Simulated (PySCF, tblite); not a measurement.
Problem. Give a GFN2-xTB geometry of `C=C(C)[Si@@](C)(P)O[SiH3]`.

Solution. 
```
atom  x, y, z in Å
C1    -1.0155    1.6463    1.1241
C2    -1.0073    0.3460    0.8658
C3    -1.9330   -0.5994    1.5715
Si4    0.1390   -0.4201   -0.4429
C5     1.3223   -1.6858    0.3513
P6    -0.9302   -1.3854   -2.1784
O7     0.9883    0.7766   -1.1443
Si8    2.2373    1.7798   -1.3794
H9    -0.3567    2.3249    0.6095
H10   -1.6782    2.0823    1.8573
H11   -2.5847   -1.0918    0.8498
H12   -1.3641   -1.3744    2.0826
H13   -2.5511   -0.0785    2.2996
H14    1.8802   -1.2416    1.1700
H15    0.7845   -2.5458    0.7375
H16    2.0372   -2.0473   -0.3819
H17   -1.7302   -2.1917   -1.3870
H18   -1.9082   -0.4086   -2.2750
H19    2.5168    2.4610   -0.1142
H20    3.3813    0.9752   -1.8040
H21    1.7632    2.6953   -2.4123
```

Any rigid rotation of these coordinates is as good. Atoms count from 1 in this order. Of the pairs four or more bonds apart, H10···H13 is among the closest relative to their van der Waals radii: 2.37 Å, 99 % of the sum of Bondi's values. P6 (three-coordinate phosphorus) is pyramidal (angles 95.0°, 94.8° and 92.4°, sum 282.2°, 0.84 Å off the plane of its three neighbours). Si8 (oxygen-bound silicon) is distorted tetrahedral (angles from 103.9° to 113.2°). Si4 (oxygen-bound silicon) is distorted tetrahedral (angles from 103.3° to 114.6°).

Bonds between heavy atoms (Å): C1=C2 1.326, C2–C3 1.500, C2–Si4 1.901, Si4–C5 1.906, Si4–P6 2.255, Si4–O7 1.626, O7–Si8 1.619.

The geometry is computed with GFN2-xTB (gas phase).

Point group: C1 (no symmetry element, even within 0.4 Å). Its GFN2-xTB frequencies are all real (lowest 22 cm⁻¹). The numbers are those of one conformer (C1–C2–Si4–C5 119°, C2–Si4–P6–H -53° and 40°, C2–Si4–O7–Si8 94°). 3 starts were optimised and ended at 0.00, 0.11 and 0.42 kcal/mol (GFN2-xTB); the lowest of these is shown.
